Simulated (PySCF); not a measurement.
## From computed data to an observable: refractive index and permittivity of the vapour

Cu(Cl)(OH2) (ClCuH2O), SMILES [OH2]->[Cu][Cl], multiplicity 1.

Geometry optimised at B3LYP-D3(BJ)/def2-TZVP. The multiplicity is an assumed one; other spin states were not compared.

PySCF with CAM-B3LYP/def2-TZVPD gives a mean static polarisability of 45.5 bohr³ and a dipole moment of 8.59 D. Take an ideal gas at 298.15 K and 0.1 bar, whether or not the substance is that volatile.

Work out n − 1 in the optical limit and the static ε − 1.


Polarisability volume α' = 45.5 × 0.148185 = 6.74 Å³. Number density N = p/kT = 2.43e-6 Å⁻³.
Dilute limit of Lorentz–Lorenz: n − 1 = 2π N α' = 0.00010.
Orientation term of Debye: μ²/(3kT) = 8.098 Å³ × μ²(D²) = 597.52 Å³.
ε − 1 = 4π N (α' + μ²/3kT) = 0.018. Orientation of the dipole supplies 99 % of the static response; it can't follow optical fields. Vibrational polarisation and dispersion are left out.
